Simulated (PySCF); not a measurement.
Isomers of C6H5NO3.

All values: PBE0/pcSseg-1 (PySCF) at GFN2-xTB geometries, gas phase, one conformer each.

Task: Rank by the lowest Hirshfeld charge on any atom, lowest value first.
A. `[O:1]=[CH:2][O:3][c:4]1[cH:5][cH:6][n+:7]([O-:8])[cH:9][cH:10]1` with O1–C2–O3–C4 0°, C2–O3–C4–C5 91°
B. `[CH3:1][O:2][C@H:3]1[C:4](=[O:5])[O:6][CH:7]=[C:8]1[C:9]#[N:10]` with C1–O2–C3–C4 76°
C. `[O:1]=[CH:2][O:3][c:4]1[cH:5][c:6]([OH:7])[cH:8][cH:9][n:10]1` with O1–C2–O3–C4 0°, C2–O3–C4–C5 -21°, C5–C6–O7–H 1°

Result: A (-0.290 e), C (-0.235 e), B (-0.214 e).

Task: Rank by dipole moment, lowest first.
A. `[O:1]=[CH:2][O:3][c:4]1[cH:5][c:6]([OH:7])[cH:8][cH:9][n:10]1` with O1–C2–O3–C4 0°, C2–O3–C4–C5 -21°, C5–C6–O7–H 1°
B. `[CH3:1][O:2][C@H:3]1[C:4](=[O:5])[O:6][CH:7]=[C:8]1[C:9]#[N:10]` with C1–O2–C3–C4 76°
C. `[O:1]=[CH:2][O:3][c:4]1[cH:5][cH:6][n+:7]([O-:8])[cH:9][cH:10]1` with O1–C2–O3–C4 0°, C2–O3–C4–C5 91°
D. `[O:1]=[CH:2][O:3][c:4]1[cH:5][cH:6][cH:7][n+:8]([O-:9])[cH:10]1` with O1–C2–O3–C4 0°, C2–O3–C4–C5 4°

Result: A (1.51 D), B (1.75 D), D (2.29 D), C (3.79 D).

Task: Rank by HOMO energy, lowest first.
A. `[O:1]=[CH:2][O:3][c:4]1[cH:5][c:6]([OH:7])[cH:8][cH:9][n:10]1` with O1–C2–O3–C4 0°, C2–O3–C4–C5 -21°, C5–C6–O7–H 1°
B. `[CH3:1][O:2][C@H:3]1[C:4](=[O:5])[O:6][CH:7]=[C:8]1[C:9]#[N:10]` with C1–O2–C3–C4 76°
C. `[O:1]=[CH:2][O:3][c:4]1[cH:5][cH:6][n+:7]([O-:8])[cH:9][cH:10]1` with O1–C2–O3–C4 0°, C2–O3–C4–C5 91°

Result: B (-8.04 eV), A (-7.60 eV), C (-6.54 eV).

All values together:

| SMILES | μ (D) | HOMO (eV) | LUMO (eV) | lowest IAO charge (e) | highest IAO charge (e) | lowest Hirshfeld charge (e) | highest Hirshfeld charge (e) |
| --- | --- | --- | --- | --- | --- | --- | --- |
| O=COc1cc(O)ccn1 | 1.51 | -7.60 | -1.02 | -0.454 (O) | +0.405 (C) | -0.235 (O) | +0.191 (H) |
| O=COc1cc[n+]([O-])cc1 | 3.79 | -6.54 | -1.39 | -0.510 (O) | +0.403 (C) | -0.290 (O) | +0.181 (C) |
| CO[C@H]1C(=O)OC=C1C#N | 1.75 | -8.04 | -2.21 | -0.381 (O) | +0.512 (C) | -0.214 (O) | +0.221 (C) |
| O=COc1ccc[n+]([O-])c1 | 2.29 | -6.62 | -1.46 | -0.507 (O) | +0.407 (C) | -0.287 (O) | +0.191 (C) |

Conformers: `[O:1]=[CH:2][O:3][c:4]1[cH:5][c:6]([OH:7])[cH:8][cH:9][n:10]1` with O1–C2–O3–C4 0°, C2–O3–C4–C5 -21°, C5–C6–O7–H 1°; `[O:1]=[CH:2][O:3][c:4]1[cH:5][cH:6][n+:7]([O-:8])[cH:9][cH:10]1` with O1–C2–O3–C4 0°, C2–O3–C4–C5 91°; `[CH3:1][O:2][C@H:3]1[C:4](=[O:5])[O:6][CH:7]=[C:8]1[C:9]#[N:10]` with C1–O2–C3–C4 76°; `[O:1]=[CH:2][O:3][c:4]1[cH:5][cH:6][cH:7][n+:8]([O-:9])[cH:10]1` with O1–C2–O3–C4 0°, C2–O3–C4–C5 4°.
